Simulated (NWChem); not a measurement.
System meant: CH6AlAs; SMILES [CH3][AlH][AsH2]

The following NWChem deck was run.

```
start job
memory heap 200 mb stack 900 mb global 1100 mb
geometry units angstroms noautosym nocenter noautoz
  Al    -0.751607    -1.274326     0.022240
  As    -0.133105     1.076140     0.220765
  H     -1.204319     1.494660    -0.780232
  H      0.947765     0.944375    -0.847438
  H     -2.302622    -1.642143     0.085613
  C      0.589546    -2.696226    -0.075202
  H      0.435789    -3.307034    -0.982000
  H      0.480883    -3.385106     0.780730
  H      1.627568    -2.330419    -0.087167
end
basis spherical
  * library 6-31g*
end
dft
  xc xtpss03 ctpss03
  iterations 150
end
property
  shielding
end
task dft property
```

End of the output:

```
 Vector   32  Occ=0.000000D+00  E= 8.989612D-04
              MO Center= -5.5D-01,  4.0D-01,  1.6D-01, r^2= 5.2D+00
   Bfn.  Coefficient  Atom+Function         Bfn.  Coefficient  Atom+Function
  ----- ------------  ---------------      ----- ------------  ---------------
    10      1.035824  1 Al s                 32     -0.790287  2 As s
    54      0.726695  4 H  s                 12      0.709153  1 Al py
    34      0.711885  2 As py                33     -0.460584  2 As px
    52     -0.436755  3 H  s                 56     -0.346552  5 H  s
    29     -0.301185  2 As px                30      0.259473  2 As py

 center of mass
 --------------
 x =  -0.36538017 y =   0.08819410 z =   0.22674954

 moments of inertia (a.u.)
 ------------------
         915.660528922627          24.633560124129           2.352448529205
          24.633560124129         114.291992134034         -62.446182268888
           2.352448529205         -62.446182268888         994.640526005722

     Multipole analysis of the density
     ---------------------------------

     L   x y z        total         alpha         beta         nuclear
     -   - - -        -----         -----         ----         -------
     0   0 0 0     -0.000000    -29.000000    -29.000000     58.000000

     1   1 0 0      0.164760     10.136682     10.136682    -20.108604
     1   0 1 0     -0.459177      4.926190      4.926190    -10.311556
     1   0 0 1     -0.225787     -5.113731     -5.113731     10.001675

     2   2 0 0    -31.307090    -52.676135    -52.676135     74.045179
     2   1 1 0     -1.048859      9.829147      9.829147    -20.707152
     2   1 0 1      0.081864      3.090712      3.090712     -6.099559
     2   0 2 0    -31.041053   -259.413331   -259.413331    487.785609
     2   0 1 1     -1.029339    -13.707609    -13.707609     26.385878
     2   0 0 2    -28.012583    -22.156162    -22.156162     16.299742

          -----------------------------------------
          Chemical Shielding Tensors (GIAO, in ppm)
          -----------------------------------------

 ------------------------------------------------------------------------
  xtpss03: d2 not coded                    0
 ------------------------------------------------------------------------
 ------------------------------------------------------------------------
  current input line :
    24: task dft property
 ------------------------------------------------------------------------
 ------------------------------------------------------------------------
 This error has not yet been assigned to a category
 ------------------------------------------------------------------------
 For more information see the NWChem manual at https://nwchemgit.github.io

0: xtpss03: d2 not coded:Received an Error in Communication
```

Find the fault in this run and fix the input.

The run crashed. Cause: this functional's second derivatives, which shieldings need, aren't coded here; the fix takes a hybrid GGA instead. This input runs:
```
start job
memory heap 200 mb stack 900 mb global 1100 mb
geometry units angstroms noautosym nocenter noautoz
  Al    -0.751607    -1.274326     0.022240
  As    -0.133105     1.076140     0.220765
  H     -1.204319     1.494660    -0.780232
  H      0.947765     0.944375    -0.847438
  H     -2.302622    -1.642143     0.085613
  C      0.589546    -2.696226    -0.075202
  H      0.435789    -3.307034    -0.982000
  H      0.480883    -3.385106     0.780730
  H      1.627568    -2.330419    -0.087167
end
basis spherical
  * library 6-31g*
end
dft
  xc pbe0
  iterations 150
end
property
  shielding
end
task dft property
```
It converges to -2519.27436 Ha (PBE0/6-31G* (spherical d), GIAO).
